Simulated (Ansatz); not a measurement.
One change: `Cc1ccccn1` becomes `Cc1cccnc1C`.

Ansatz, PBE0-D4/def2-TZVP geometries, multiplicity 1. 

```
                            property  `Cc1ccccn1`
  HOMO energy (PBE0/def2-TZVPP) / eV        -7.29
 HOMO–LUMO gap (PBE/def2-TZVPP) / eV         4.07
 HOMO energy (B3LYP/def2-TZVPP) / eV        -7.04
   LUMO energy (PBE/def2-TZVPP) / eV        -1.67
  LUMO energy (PBE0/def2-TZVPP) / eV        -0.73
HOMO–LUMO gap (PBE0/def2-TZVPP) / eV         6.55
```

(1) Give the same properties after the change, and the shifts. (Estimate.)

Answers

(1) Ansatz gave: 
```csv
property,`Cc1cccnc1C`,shift
HOMO energy (PBE0/def2-TZVPP) / eV,-7.05,0.24
HOMO–LUMO gap (PBE/def2-TZVPP) / eV,4.17,0.10
HOMO energy (B3LYP/def2-TZVPP) / eV,-6.85,0.19
LUMO energy (PBE/def2-TZVPP) / eV,-1.46,0.21
LUMO energy (PBE0/def2-TZVPP) / eV,-0.52,0.21
HOMO–LUMO gap (PBE0/def2-TZVPP) / eV,6.52,-0.03
```

B3LYP here is the variant with VWN-RPA as its local correlation; programs differ in this.
